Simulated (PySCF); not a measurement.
SiCl2, SMILES Cl[Si]Cl (connectivity only; charge and spin as stated), neutral, multiplicity 1.

Geometry: PBE0-D3(BJ)/def2-TZVP. The isomer is the one that the SMILES or the coordinates give; other isomers of the formula were not compared.

Calculation: PBE/def2-TZVPD (PySCF).

The molecule is in vacuum.

* **total energy**: -1209.47889 hartree
* **point group**: C2v
* **highest occupied level**: -6.70 eV
* **lowest empty level**: -3.70 eV
* **orbital gap**: 3.01 eV
* **dipole moment**: 0.79 D
* **quadrupole, principal values (traceless, Buckingham form, about the centre of nuclear charge)**: -2.42, -0.33, 2.75 D·Å
* **mean static polarisability**: 60.4 bohr³ (8.96 Å³)
* **polarisability, principal values**: 46.4, 59.9, 75.0 bohr³
